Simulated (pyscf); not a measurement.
H₃Si–Cl (SMILES [SiH3]Cl) + Cl–Sb=Te (SMILES [Cl][Sb]=[Te]) → H₃Si–Te–Sb(Cl)–Cl (SMILES [SiH3][Te][Sb]([Cl])[Cl]) (addition across a multiple bond or ene-type step; singlet surface; Cl–Si broken, Cl–Sb, Si–Te formed). Optimised with ωB97X-D3(BJ)/def2-SVP in PySCF. Energies in eV from the separated reactants.

```json
[
 {"level": "ωB97X-D3(BJ)/def2-TZVP", "barrier": "0.29", "reaction energy": "-1.17"},
 {"level": "PBE/def2-TZVP", "barrier": "0.62", "reaction energy": "-0.55"},
 {"level": "r²SCAN/def2-TZVP", "barrier": "?", "reaction energy": "-0.65"},
 {"level": "B3LYP-D3(BJ)/def2-TZVP", "barrier": "0.61", "reaction energy": "-0.72"},
 {"level": "ωB97M-D3(BJ)/def2-TZVP", "barrier": "?", "reaction energy": "?"},
 {"level": "HF/def2-TZVP", "barrier": "1.39", "reaction energy": "-0.37"}
]
```

### Question
Fill in the missing entries.

### Answer

- r²SCAN/def2-TZVP, barrier: 0.63
- ωB97M-D3(BJ)/def2-TZVP, barrier: 0.64
- ωB97M-D3(BJ)/def2-TZVP, reaction energy: -0.75

The functionals in the table span 0.35 eV in this barrier, from ωB97X-D3(BJ) to ωB97M-D3(BJ). On the reactant side the descent ends in a complex, 0.29 eV under the separated species and 0.58 eV under the saddle at ωB97X-D3(BJ)/def2-TZVP. This is the saddle that the search found; another between the same sides may lie lower. Elements past Kr carry the def2 core potentials, without spin-orbit coupling.
